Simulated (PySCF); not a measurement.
PBE on Co⁻ (cobalt, charge -1), [Ar] 3d8 4s2, high-spin 3F determinant. Calculation: PySCF 2.14, in aug-cc-pwCVTZ-DK; scalar relativity by spin-free X2C-1e.

```
cycle= 1 E= -1392.90279837039  delta_E= 0.114  |g|= 0.841  |ddm|= 1.42
cycle= 2 E= -1392.01738260931  delta_E= 0.885  |g|= 2.41  |ddm|= 1.45
cycle= 3 E= -1392.99708601612  delta_E= -0.98  |g|= 0.499  |ddm|= 0.976
cycle= 4 E= -1393.05822478614  delta_E= -0.0611  |g|= 0.164  |ddm|= 0.746
cycle= 5 E= -1393.0663766697  delta_E= -0.00815  |g|= 0.0532  |ddm|= 0.426
cycle= 6 E= -1393.06772560934  delta_E= -0.00135  |g|= 0.00224  |ddm|= 0.134
cycle= 7 E= -1393.06772789376  delta_E= -2.28e-06  |g|= 0.000207  |ddm|= 0.00975
cycle= 8 E= -1393.06772790911  delta_E= -1.53e-08  |g|= 4.98e-05  |ddm|= 0.000768
cycle= 9 E= -1393.06772790991  delta_E= -8.02e-10  |g|= 1.63e-06  |ddm|= 6.26e-05
converged SCF energy = -1393.06772790991  <S^2> = 2.021146  2S+1 = 3.0140644
```

Highest occupied orbital energy: 2.254 eV; ⟨L²⟩ = 12.04; populations by l: s 8.00, p 12.00, d 8.00, f 0.00.

(1) Can this result be used?

Results:

(1) With care. Self-consistency was reached. At PBE the highest occupied level has a positive energy, so only the finite basis holds that electron; in a semilocal or global hybrid functional this comes from self-interaction and does not mean that the real anion is unbound.
